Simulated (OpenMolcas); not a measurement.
**Worked example: vertical energy of the triplet above the singlet of CHI3 (iodoform)**

The species is CHI3 (5 atoms), meant as a singlet with charge 0. As SMILES, `IC(I)I`. Geometry: relaxed at GFN2-xTB.

```xyz
5

I    -0.7007    1.3823    1.4384
C     0.0720    0.0924   -0.1051
I     1.5620   -1.2677    0.6519
I    -1.5013   -0.9374   -1.1574
H     0.5679    0.7305   -0.8277
```

Both states at this one shape; open shells run unrestricted unless said. 1 Eh = 27.2114 eV.

```tsv
level	program	singlet CHI3 (Eh)	triplet CHI3 (Eh)
TPSS0/def2-SVP (core potential)	OpenMolcas	-931.568718	-931.458521
TPSS0/def2-SVPD (core potential)	OpenMolcas	-931.576008	-931.466809
TPSS0/def2-TZVP (RICD fitting, core potential)	OpenMolcas	-931.644256	-931.536326
```

Task: Work out the vertical gap, second state less first, at each level.

Result: 
1. TPSS0/def2-SVP (core potential): -931.458521 − (-931.568718) = 0.110197 Eh = 3.00 eV.
2. TPSS0/def2-SVPD (core potential): -931.466809 − (-931.576008) = 0.109199 Eh = 2.97 eV.
3. TPSS0/def2-TZVP (RICD fitting, core potential): -931.536326 − (-931.644256) = 0.107930 Eh = 2.94 eV.

No measured value is set beside it here; the levels span 2.94 to 3.00 eV. Spin-orbit coupling, which splits open shells on such heavy atoms by tenths of an eV, is left out.
